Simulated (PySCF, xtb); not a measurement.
SnClI, SMILES [Cl][Sn][I] (connectivity only; charge and spin as stated), neutral, multiplicity 1.

GFN2-xTB in xtb at its own geometry gives an orbital gap of 4.12 eV and a dipole moment of 8.56 D.

Geometry: B3LYP-D3(BJ)/def2-SVP. The def2 effective core potentials stand for the cores of I, Sn; spin–orbit coupling is left out.

Question: What does HF/def2-TZVPD run with PySCF give? (Estimate from the structure and the level; the computed values follow.)

Answer: gap 8.95 eV (levels -9.65 and -0.70 eV), dipole 3.42 D.
